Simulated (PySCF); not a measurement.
## Mn³⁺ (manganese, charge +3) across methods

[Ar] 3d4, high-spin 5D determinant. All numbers are calculated (PySCF 2.14, no relativity, point nucleus, in aug-cc-pVTZ (8s7p5d3f2g, 93 functions)).

```json
{"method": "B3LYP", "E (hartree)": "-1148.917", "mean ε 3p α (eV)": "-95.262", "mean ε 3p β (eV)": "-89.530", "mean ε 3d α (eV)": "-45.308", "Σ⟨r²⟩ (bohr²)": "13.21", "⟨S²⟩": "6.001"}
{"method": "PBE", "E (hartree)": "-1148.633", "mean ε 3p α (eV)": "-91.601", "mean ε 3p β (eV)": "-87.002", "mean ε 3d α (eV)": "-43.065", "Σ⟨r²⟩ (bohr²)": "13.25", "⟨S²⟩": "6.000"}
{"method": "TPSSh", "E (hartree)": "-1148.923", "mean ε 3p α (eV)": "-93.908", "mean ε 3p β (eV)": "-88.459", "mean ε 3d α (eV)": "-44.132", "Σ⟨r²⟩ (bohr²)": "13.19", "⟨S²⟩": "6.001"}
{"method": "UHF", "E (hartree)": "-1147.91166", "mean ε 3p α (eV)": "-109.28", "mean ε 3p β (eV)": "-97.569", "mean ε 3d α (eV)": "-53.311", "Σ⟨r²⟩ (bohr²)": "13.05", "⟨S²⟩": "6.002"}
{"method": "LDA", "E (hartree)": "-1146.479", "mean ε 3p α (eV)": "-91.501", "mean ε 3p β (eV)": "-87.089", "mean ε 3d α (eV)": "-43.202", "Σ⟨r²⟩ (bohr²)": "13.27", "⟨S²⟩": "6.000"}
{"method": "PBEsol", "E (hartree)": "-1147.521", "mean ε 3p α (eV)": "-91.451", "mean ε 3p β (eV)": "-86.873", "mean ε 3d α (eV)": "-43.006", "Σ⟨r²⟩ (bohr²)": "13.24", "⟨S²⟩": "6.000"}
{"method": "r2SCAN", "E (hartree)": "-1148.878", "mean ε 3p α (eV)": "-93.610", "mean ε 3p β (eV)": "-87.757", "mean ε 3d α (eV)": "-43.569", "Σ⟨r²⟩ (bohr²)": "13.14", "⟨S²⟩": "6.001"}
{"method": "PBE0", "E (hartree)": "-1148.693", "mean ε 3p α (eV)": "-96.277", "mean ε 3p β (eV)": "-90.053", "mean ε 3d α (eV)": "-45.834", "Σ⟨r²⟩ (bohr²)": "13.17", "⟨S²⟩": "6.001"}
```

Estimate the same row for BLYP.

E (hartree) = -1148.928; mean ε 3p α (eV) = -91.355; mean ε 3p β (eV) = -86.886; mean ε 3d α (eV) = -42.927; Σ⟨r²⟩ (bohr²) = 13.27; ⟨S²⟩ = 6.001.
